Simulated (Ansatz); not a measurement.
```xyz
13

C     1.4663    0.3891   -1.2059
O     1.4445   -0.8303   -0.5009
Ga    0.1533   -1.2774    0.6292
S     0.2048   -3.2028    1.6335
O    -1.1758   -0.1573    0.9672
Si   -1.8209    1.2718    0.5237
H     2.5011    0.6084   -1.4833
H     0.8719    0.3296   -2.1247
H     1.0937    1.2346   -0.6143
H     1.3501   -3.5397    1.0145
H    -2.0010    1.3446   -0.9537
H    -0.9429    2.4026    0.9363
H    -3.1450    1.4270    1.1783
```

The species carries charge 0 and has multiplicity 1.

(1) List the PBE/def2-TZVPP orbital energies in eV (Ansatz 0.2.0). (Estimate.)

Answers

(1) Ansatz gave: Occupied: -10094.23, -2396.19, -1779.93, -1234.06, -1093.79, -1093.68, -1093.66, -510.35, -510.24, -270.15, -209.14, -155.28, -155.21, -155.07, -144.01, -137.59, -98.63, -98.38, -98.35, -94.36, -94.31, -94.31, -25.06, -24.35, -20.73, -20.56, -20.54, -20.53, -20.28, -18.17, -16.51, -13.46, -12.10, -10.90, -10.88, -10.77, -10.04, -9.22, -9.15, -8.37, -7.68, -7.49, -6.90, -6.86, -6.50. Lowest empty: -1.96, -1.16, -0.54, -0.15, 0.56, 0.98, 1.00, 1.27.
